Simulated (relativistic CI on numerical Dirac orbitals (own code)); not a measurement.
## Sc2+ in a cubic cluster: 2p photoemission with charge transfer

Computed with a charge-transfer multiplet model of a cubic metal-ligand cluster with up to 2 ligand holes, Slater and spin-orbit integrals from Dirac-Coulomb-Breit ions, Slater integrals scaled by 0.8. The ground state mixes d1 with configurations of k ligand holes L, whose averages lie at kΔ + k(k − 1)U_dd/2; a core hole lowers each added d electron by U_cd. 300 K, Lorentzian 0.6 eV and Gaussian 0.8 eV FWHM.

Atomic integrals in eV (Slater integrals scaled, ζ unscaled), ground: F2dd 4.710, F4dd 2.885, zeta_d 0.008; with the core hole: F2dd 4.710, F4dd 2.885, zeta_d 0.020, zeta_core 3.005, F2cd 4.113, G1cd 2.955, G3cd 1.675. Where a configuration has fewer than two d electrons, the dd integrals are those of d2.

Cluster parameters (eV): Δ = 8.7, U_dd = 3.5, U_cd = 4.1, 10Dq(ligand) = 0.5, V(eg) = 2, V(t2g) = -1.05, final-state hopping factor = 0.8.

```tsv
Case	n_d	d1	d2L	d3L2	S
10Dq = 0.5 eV	1.22	0.79	0.19	0.01	0.50
10Dq = 0.8 eV	1.22	0.80	0.19	0.01	0.50
10Dq = 1.4 eV	1.21	0.80	0.19	0.01	0.50
```

Weights, n_d and S are thermal averages at 300 K. Binding energies count from the first peak over 30 % of the highest in each spectrum, which can be another peak from case to case. The parameters are a model scan and need not match a compound or its usual spin state. Peaks in eV (height, largest 100):
- 10Dq = 0.5 eV: 0.0 (100), 4.6 (53)
- 10Dq = 0.8 eV: 0.0 (100), 4.7 (53)
- 10Dq = 1.4 eV: 0.0 (100), 4.6 (52)

For the case 10Dq = 0.8 eV, Δ = 8.7 eV is larger than U_dd = 3.5 eV, the Mott-Hubbard side of the Zaanen-Sawatzky-Allen scheme. With the core hole the average of the configuration with one ligand hole lies at Δ − U_cd = 4.6 eV before mixing: the effective hopping of about 3.7 eV (from the holes of the mixed ground state) is comparable with this gap or larger, so the configurations mix strongly.
